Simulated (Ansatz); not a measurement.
C₂Fe, SMILES [C][C][Fe] (connectivity only; charge and spin as stated), neutral, multiplicity 5.

Geometry: B3LYP-D3(BJ)/def2-TZVP. The spin state was assumed, not searched.

Two levels are set side by side: PBE/def2-TZVPD (Ansatz, an electronic-structure program) and CAM-B3LYP/def2-TZVPD (Ansatz). Energy differences of separate SCF runs at the same geometry; the states with an electron removed or added have multiplicity 6 and 6. Differences are taken from unrounded values.

| quantity | CAM-B3LYP | PBE | PBE minus CAM-B3LYP |
|---|---|---|---|
| vertical ionisation energy (eV) | 8.38 | 8.67 | 0.29 |
| vertical electron affinity (eV) | 2.19 | 1.71 | -0.48 |
